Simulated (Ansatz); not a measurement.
A nudged elastic band was laid between two geometries of FGeH3 (5 atoms, charge 0, multiplicity 1).

Level of theory: RKS revPBE/def2-SVPD (Ansatz).

* movable images: 5
* climbing image: yes
* spring: 0.1 eV/Å²
* optimiser: quadratic models (default)
* start path: through a guess of the saddle point
* force threshold: 0.05 eV/Å
* iteration limit: 60
* end points: relaxed

Image 0:

```xyz
5
Properties=species:S:1:pos:R:3
Ge 0.293 -0.065 0.207
H 0.243 0.017 1.752
H 1.733 0.017 -0.354
F -0.548 1.402 -0.388
H -0.505 -1.266 -0.357
```

Image 6:

```xyz
5
Properties=species:S:1:pos:R:3
Ge 0.105 -0.098 -0.945
H 1.061 -0.228 1.338
H 1.624 0.103 0.920
F -0.812 1.405 -0.484
H -0.763 -1.075 0.031
```

(1) Which bonds break or form, and what moves?

(2) What energy profile does the band end with?

(3) What is the geometry of the highest image?

Results:

(1) Bonds broken: Ge1–H2, Ge1–H3. Bonds formed: H2–H3. FGeH3 becomes FGeH + H2.

(2) It converged. The highest image is number 3 of 0 to 6, 2.31 eV above the first end and 1.20 eV above the last; the last end lies 1.11 eV above the first. Another band between the same ends (5 images) ends at a top of the same energy, where a vibrational analysis finds 1 clearly imaginary mode. The orbitals stay closed-shell, which can raise the energy where a bond breaks towards radicals; this wasn't checked here.

```
image  path coordinate (Å)  energy (eV)  Ge1–H2 (Å)  Ge1–H3 (Å)  H2–H3 (Å)
    0                 0.00         0.00        1.55        1.55       2.58
    1                 0.42         0.36        1.52        1.53       2.23
    2                 0.85         1.50        1.58        1.51       1.85
    3                 1.30         2.31        1.77        1.57       1.47
    4                 1.66         1.78        1.89        1.70       1.05
    5                 2.03         1.15        2.17        2.08       0.79
    6                 2.41         1.11        2.48        2.41       0.78
```

(3) 
```xyz
5
Properties=species:S:1:pos:R:3:forces:R:3
Ge 0.309 -0.047 -0.453 0.02 -0.01 0.02
H 0.547 -0.234 1.288 -0.01 0.00 0.00
H 1.629 0.139 0.372 -0.03 0.00 -0.02
F -0.667 1.465 -0.359 0.00 0.00 0.00
H -0.603 -1.217 0.011 0.01 0.01 0.00
```

The run took 35 s on 2 threads of Intel(R) Xeon(R) Platinum 8488C (Sapphire Rapids), with other jobs on the host, peak memory 0.16 GiB.
